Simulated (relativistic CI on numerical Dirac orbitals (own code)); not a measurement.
# Pr30+: sensitivity of the levels to the model

Base calculation: Dirac-Coulomb-Breit CI, KLI orbitals optimised for each configuration, model QED (radiative potential, 1s self-energy scaled to tabulated hydrogen-like ionisation energies), unscaled Slater integrals.

Configuration list (outside the closed core [Ar]): 3d10.4s, 3d10.4p, 3d10.4d, 3d10.4f, 3d10.5s, 3d10.5p, 3d10.5d, 3d10.5f, 3d10.5g, 3d9.4p2, 3d10.6s, 3d10.6p, 3d10.6d, 3d8.4s.4p2, 3d9.4s2, 3d10.6f. Levels of other configurations are missing.

Variants: (1) P86 correlation estimate. Shifts of the energy above 3d10.4s 2S_1/2, in eV, for the lowest level and the first level of each name with at least 55 % of one term (blank where a level changes its place among those of its configuration and J or its character, or is not in the variant):

```csv
Level,Base,Δ(1)
3d10.4s 2S_1/2,0.000,0.000
3d10.4p 2P°_1/2,63.500,+0.081
3d10.4p 2P°_3/2,93.402,+0.081
3d10.4d 2D_3/2,195.345,+0.127
3d10.4d 2D_5/2,201.455,+0.127
3d10.4f 2F°_5/2,310.546,-0.263
3d10.4f 2F°_7/2,311.616,-0.263
3d10.5s 2S_1/2,479.914,-0.295
3d10.5p 2P°_1/2,509.995,-0.262
3d10.5p 2P°_3/2,523.665,-0.262
3d10.5d 2D_3/2,571.216,-0.265
3d10.5d 2D_5/2,574.110,-0.265
3d10.5f 2F°_5/2,621.886,-0.468
3d10.5f 2F°_7/2,622.564,-0.468
```

At this charge energies of transitions that change n are usually good to better than 1 %, and those within a shell (Δn = 0) to a few per cent.

Ionisation energy from the two ground configurations alone: base 1168.38 eV; P86 correlation estimate 1168.63 eV. The NIST ASD value (semi-empirical) is 1169.9 eV.

LS names give the leading component of a level, which can be under half, so a name can repeat, a term be missing and a line seem to break the LS rules.
